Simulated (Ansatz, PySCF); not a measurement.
Reaction R1 + 2 R2 → 3 P1, each structure at its B3LYP-D3(BJ)/def2-TZVP stationary point, reached from a drawn start (curvature not checked).
R1, BCl3 (SMILES ClB(Cl)Cl) (charge 0, multiplicity 1):
```xyz
4

B      0.00005     0.00008    -0.00004
Cl    -1.15366     1.29805    -0.17334
Cl     0.24958    -1.12630    -1.30960
Cl     0.90393    -0.17183     1.48298
```
P1: BClF2 (SMILES FB(F)Cl), charge 0, multiplicity 1.
R2: BF3 (SMILES FB(F)F), charge 0, multiplicity 1.

P less R. No zero-point or thermal terms.

Correlated levels freeze the cores.

Programs: Ansatz (Gaussian orbitals); PySCF for the D3/D4 terms. All values are computed, each at the level named.

| level | reaction energy (kcal/mol) |
|---|---|
| HF/cc-pV(D+d)Z | 1.05 |
| HF/cc-pV(T+d)Z | 0.76 |
| BLYP-D4/def2-TZVPP | 0.85 |
| B3LYP/def2-TZVPP | 0.40 |
| B3LYP-D4/def2-TZVPP | 1.27 |
| BHLYP-D4/def2-TZVPP | 1.75 |
| MP2/cc-pV(Q+d)Z | [?] |
| SCS-MP2/cc-pV(T+d)Z | [?] |
| CCSD/cc-pV(D+d)Z | [?] |

Complete the blanks.


- MP2/cc-pV(Q+d)Z, reaction energy (kcal/mol): 3.67
- SCS-MP2/cc-pV(T+d)Z, reaction energy (kcal/mol): 2.54
- CCSD/cc-pV(D+d)Z, reaction energy (kcal/mol): 1.73

Ansatz is an electronic-structure program.
